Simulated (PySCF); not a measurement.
Cu²⁺: excitation energy

Cu²⁺ [Ar] 3d9 (2D) → Cu²⁺ [Ar] 3d8 4p1 (high-spin determinant), as a difference of total energies. Calculation: PySCF 2.14, in ANO-RCC-VTZP (6s5p3d2f1g, 59 functions); scalar relativity by spin-free X2C-1e. Correlated levels: valence: [Ar] frozen; valence and next inner shell: [Ne] frozen. The calculations carry no spin-orbit coupling.

```json
{"method": "UHF", "excitation energy (eV)": "13.058"}
{"method": "LDA", "excitation energy (eV)": "15.405"}
{"method": "PBE", "excitation energy (eV)": "14.839"}
{"method": "PBE0", "excitation energy (eV)": "14.630"}
{"method": "r2SCAN", "excitation energy (eV)": "14.206"}
{"method": "M06-2X", "excitation energy (eV)": "14.806"}
{"method": "B2PLYP", "excitation energy (eV)": "14.784"}
{"method": "CAM-B3LYP", "excitation energy (eV)": "14.786"}
{"method": "MP2 (valence)", "excitation energy (eV)": "15.274"}
{"method": "SCS-MP2 (valence)", "excitation energy (eV)": "15.161"}
{"method": "MP2 (valence and next inner shell)", "excitation energy (eV)": "15.771"}
{"method": "SCS-MP2 (valence and next inner shell)", "excitation energy (eV)": "15.493"}
```

Question: How much does correlation contribute at MP2 (valence and next inner shell)?

Answer: 15.771 − (13.058) = 2.713 eV, measured against UHF.

A first-order spin-orbit estimate (lowest level to lowest level, LS coupling) adds -0.023 eV.

The basis was made for the ground configuration and has no added diffuse functions, so the excitation energy can come out too high.

The determinant of the upper state mixes LS terms, which raises its energy above the lowest term, most at the Hartree-Fock and MP2 levels.
